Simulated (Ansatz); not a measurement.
A nudged elastic band was laid between two geometries of CH5NZn (8 atoms, charge 0, multiplicity 1).

Level of theory: RKS B3LYP-D4/def2-TZVP (Ansatz).

```yaml
movable_images: 3
climbing_image: no
spring: 5.0 eV/Å²
optimiser: quadratic models (default)
start_path: through a guess of the saddle point
force_threshold: 0.05 eV/Å
iteration_limit: 60
end_points: relaxed
```

Initial state:

```xyz
8
Properties=species:S:1:pos:R:3
N -0.281 0.601 -1.055
C 0.315 0.356 0.272
Zn 0.132 -1.551 0.757
H -1.285 0.470 -1.036
H -0.122 1.557 -1.359
H -0.053 1.023 1.064
H 1.392 0.539 0.198
H -0.005 -3.051 1.103
```

Final state:

```xyz
8
Properties=species:S:1:pos:R:3
N -0.653 0.727 -0.767
C 0.356 0.341 0.239
Zn 0.080 -1.533 0.799
H -0.524 0.215 -1.630
H -0.577 1.711 -1.003
H 0.185 0.944 1.137
H 1.395 0.534 -0.064
H -0.169 -2.996 1.233
```

**Question.** What changes between the two ends?

**Answer.** No bond is made or broken. The height of N1 over the plane of its neighbours goes from 0.37 to -0.38 Å. The two ends are copies of one structure, up to a mirror image or an exchange of like atoms. The height can change sign by an inversion or by a turn that exchanges like atoms.

**Question.** Give the energies along the band, and the barrier.

**Answer.** The run converged. The highest image is number 2 of 0 to 4, 2.4 kcal/mol above the ends, which have the same energy within 2 meV. No image climbed, so the highest image needn't sit at the top of the path. So few images can step over the top or miss a turn of the path.

| image | path coordinate (Å) | energy (kcal/mol) | height of N1 over the plane of its neighbours (Å) |
| --- | --- | --- | --- |
| 0 | 0.00 | 0.0 | 0.37 |
| 1 | 0.43 | 2.2 | 0.21 |
| 2 | 0.86 | 2.4 | -0.25 |
| 3 | 1.29 | 0.5 | -0.36 |
| 4 | 1.72 | 0.0 | -0.38 |

**Question.** What is the geometry of the highest image?

**Answer.** 
```xyz
8
Properties=species:S:1:pos:R:3
N -0.539 0.850 -0.810
C 0.318 0.375 0.275
Zn 0.071 -1.511 0.794
H -1.028 0.169 -1.360
H -0.158 1.586 -1.382
H 0.130 0.982 1.169
H 1.392 0.486 0.063
H -0.094 -2.995 1.195
```

Run time: 65 s on 2 threads of Intel(R) Xeon(R) 6975P-C (Granite Rapids), with other jobs on the host, peak memory 0.33 GiB.
